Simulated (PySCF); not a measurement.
C₆H₉FOSi.
Atom-mapped SMILES: `[CH3:1][C:2]#[C:3][Si@@H:4]1[O:5][CH2:6][CH2:7][C@H:8]1[F:9]` (hydrogens: H10, H11, H12 on C1; H13 on Si4; H14, H15 on C6; H16, H17 on C7; H18 on C8)

Level: PBE0/pcSseg-1 and B3LYP/def2-SVPD in PySCF, non-relativistic, on one gas-phase PBE0-D3(BJ)/def2-SVP geometry that isn't relaxed in the solvent. The solvent is an IEF-PCM continuum (van der Waals radii × 1.2). The model holds no explicit solvent molecules, cavitation or dispersion.

Gas phase at PBE0/pcSseg-1: HOMO -7.68 eV, LUMO -0.27 eV, dipole 3.43 D.

Q: What does the continuum do to the energy, the frontier levels and the dipole at PBE0/pcSseg-1 in acetone and acetonitrile?

A: 
```
     solvent      ε  E(solvent) − E(gas) (kcal/mol)  polarisation term (kcal/mol)  distortion of the solute (kcal/mol)  HOMO (eV)  LUMO (eV)  dipole (D)
     acetone  20.49                           -6.07                         -6.98                                 0.91      -7.72      -0.31        4.35
acetonitrile  35.69                           -6.28                         -7.26                                 0.98      -7.72      -0.32        4.38
```

The first energy column is the sum of the next two and covers electrostatics alone. From acetone to acetonitrile the lowering changes by a factor 1.04, Onsager's factor (ε − 1)/(2ε + 1) by 1.03 and ε itself by 1.7.

Q: Which radius a makes the point-dipole formula ΔE = −[(ε − 1)/(2ε + 1)]·μ²/a³ give the value in acetonitrile, with the gas-phase dipole?

A: μ = 1.349 au and |ΔE| = 0.01001 Eh give a = 2.35 Å; the farthest nucleus lies 4.64 Å from the centroid of the nuclei, so such a sphere wouldn't even hold the nuclei. The formula assumes a rigid point dipole at the centre of a sphere.

Q: Which Mulliken charges (PBE0/pcSseg-1) respond most in acetone (means over atoms taken as equivalent)?

A: 
| atoms | environment | gas (e) | solvent (e) | change |
| --- | --- | --- | --- | --- |
| C3 | alkyne carbon | -0.413 | -0.448 | -0.035 |
| O5 | silyl ether oxygen | -0.632 | -0.660 | -0.028 |
| H18 | methine hydrogen | +0.131 | +0.151 | +0.020 |
| F9 | alkyl fluorine | -0.341 | -0.360 | -0.019 |
| H17 | methylene hydrogen | +0.140 | +0.156 | +0.016 |
| H10/H11/H12 | methyl hydrogen | +0.160 | +0.174 | +0.014 |

Q: Which Mayer bond orders change most in acetone?

A: 
```
  bond  length (Å)    gas  solvent  change
 C2–C3       1.220  2.468    2.446  -0.022
 C8–F9       1.391  0.831    0.811  -0.020
 O5–C6       1.416  0.897    0.880  -0.017
 C1–C2       1.450  1.186    1.196  +0.010
C3–Si4       1.822  0.990    1.000  +0.010
C1–H10       1.101  0.920    0.912  -0.008
C1–H11       1.101  0.920    0.912  -0.008
C1–H12       1.101  0.922    0.914  -0.008
```

Gas phase at B3LYP/def2-SVPD: HOMO -7.50 eV, LUMO -0.52 eV, dipole 3.41 D.

Q: What does the continuum do to the energy, the frontier levels and the dipole at B3LYP/def2-SVPD in acetone?

A: 
| solvent | ε | E(solvent) − E(gas) (kcal/mol) | polarisation term (kcal/mol) | distortion of the solute (kcal/mol) | HOMO (eV) | LUMO (eV) | dipole (D) |
| --- | --- | --- | --- | --- | --- | --- | --- |
| acetone | 20.49 | -5.74 | -6.73 | 0.99 | -7.49 | -0.53 | 4.41 |

Q: How does the static polarisability (B3LYP/def2-SVPD, frozen core, with the continuum's full static response) change?

A: 
```csv
medium,isotropic (au),principal values (au),⟨r²⟩ of the electrons (bohr²)
gas,100.2,"80.5, 86.7, 133.4",1782.9
acetone,130.5,"107.4, 116.5, 167.6",1780.4
```

The isotropic value in acetone is 1.30 times the gas-phase one; no cavity-field correction is applied. ⟨r²⟩ is taken about the centre of nuclear charge.
